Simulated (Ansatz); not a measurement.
```yaml
crystal:
  periodic: [false, false, false]
  atoms:
    - {symbol: O, position_ang: [-0.108591, -0.807029, -0.786654]}
    - {symbol: Si, position_ang: [0.096654, -0.084332, 0.774251]}
    - {symbol: O, position_ang: [0.605825, -0.765679, 1.952418]}
    - {symbol: O, position_ang: [-1.442898, -0.589550, 1.126715]}
    - {symbol: O, position_ang: [0.062952, 1.309950, 0.327623]}
    - {symbol: Ga, position_ang: [0.360102, 1.156976, -1.661319]}
    - {symbol: H, position_ang: [-0.298050, -1.609167, -1.094707]}
    - {symbol: H, position_ang: [1.533942, -0.598840, 1.881708]}
    - {symbol: H, position_ang: [-1.898104, -0.377864, 2.052542]}
    - {symbol: H, position_ang: [1.602903, 1.110629, -2.191160]}
    - {symbol: H, position_ang: [-0.901896, 1.457796, -2.653096]}
basis:
  gaussian: {orbitals: aug-pcseg-2}
hamiltonian: {xc: {name: r2SCAN50}, dispersion: d3bjatm}
scf: {lower_state_search: off}
relax: {f_tol: 0.0001, max_steps: 2}
output: {forces: true}
```

```sh
$ ansatz run in.yaml --threads 2 --pin off --events-out ev --progress --plain --max-ram 32768MiB --backend cuda --devices 0, --max-vram 18GiB
```

Task: How does Ansatz answer? (Estimate.)

Result: Computed: No converged result was reached.
```
Functional definition: r2SCAN50
2002 factors; their error is unknown
mean field evaluation 1: about -68510.7787 eV, gradient 8.8e1 eV
mean field evaluation 2: about -68505.9400 eV, gradient 1.0e2 eV
mean field evaluation 4: about -68523.1506 eV, gradient 4.5e0 eV
mean field evaluation 8: about -68523.1818 eV, gradient 7.5e-2 eV
mean field evaluation 16: about -68523.7199 eV, gradient 1.2e-4 eV
mean field -68523.71989175 eV, -2518.2002589761 hartree, gradient 4.8e-6 eV, S^2 0.000000; 0 other end points of the search recorded, 0 dependent functions left out
reference -68523.71990697 eV, -2518.2002595355 hartree; 41, 41 occupied and 367, 367 virtual orbitals, 2002 factors
relax step   1: F+E_penalty+E_count = -68523.81091037 eV  Δ(F+E_penalty+E_count) = +0.000e0 eV  max|allowed force component| = 1.072e1 eV/Å  Δτ_max = 0.0000 Å  (19 SCF iters, accepted)
2002 factors; their error is unknown
mean field -68526.71350801 eV, -2518.3102723445 hartree, gradient 1.8e-6 eV, S^2 0.000000; 0 other end points of the search recorded, 0 dependent functions left out
reference -68526.71352314 eV, -2518.3102729008 hartree; 41, 41 occupied and 367, 367 virtual orbitals, 2002 factors
relax step   2: F+E_penalty+E_count = -68526.80441702 eV  Δ(F+E_penalty+E_count) = -2.994e0 eV  max|allowed force component| = 6.720e0 eV/Å  Δτ_max = 0.1955 Å  (26 SCF iters, accepted)
Error: geometry relaxation did not converge after 2 steps: max|allowed force component| = 6.72e0 eV/Å (threshold 1.0e-4). Raise `relax.max_steps` over both its present limit and 2, loosen `relax.f_tol`, or start from a geometry closer to equilibrium. Where this run's directory can be resumed (`checkpoint.write`), a resume goes on for up to `relax.max_steps` more
```
